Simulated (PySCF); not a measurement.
MoH₄ (triplet state).
Hydrogens: H2, H3, H4, H5 on Mo1.

Level of theory: PySCF, PBE0-D3(BJ)/def2-SVP geometry optimisation, gas phase, def2 core potentials past Kr.

Question: How far are the bound atoms from Mo1?

Answer: 4 atoms: H3 1.686 Å, H4 1.687 Å, H2 1.687 Å, H5 1.687 Å.

Question: List the angles at Mo1.

Answer: 
| angle | degrees | distance of the outer atoms (Å) |
| --- | --- | --- |
| H2–Mo1–H5 | 109.6 | 2.76 |
| H2–Mo1–H4 | 109.5 | 2.75 |
| H3–Mo1–H4 | 109.5 | 2.75 |
| H3–Mo1–H5 | 109.5 | 2.75 |
| H4–Mo1–H5 | 109.4 | 2.75 |
| H2–Mo1–H3 | 109.4 | 2.75 |

Question: What is the shape at Mo1?

Answer: Tetrahedral: angles from 109.4° to 109.6°; τ4 = (360° − α − β)/141° = 1.00 with α and β the two widest (0 for a square, 1 for a tetrahedron).

Question: What are the rotational constants (commonest isotopes, rigid rotor)?

Answer: A = 66168, B = 66103, C = 66062 MHz: a spherical top.

Point group: Td (every atom within 0.08 Å of its image). Charge 0, triplet. ⟨S²⟩ = 2.029 (exact for a triplet: 2.00). Not checked by PBE0-D3(BJ)/def2-SVP frequencies.
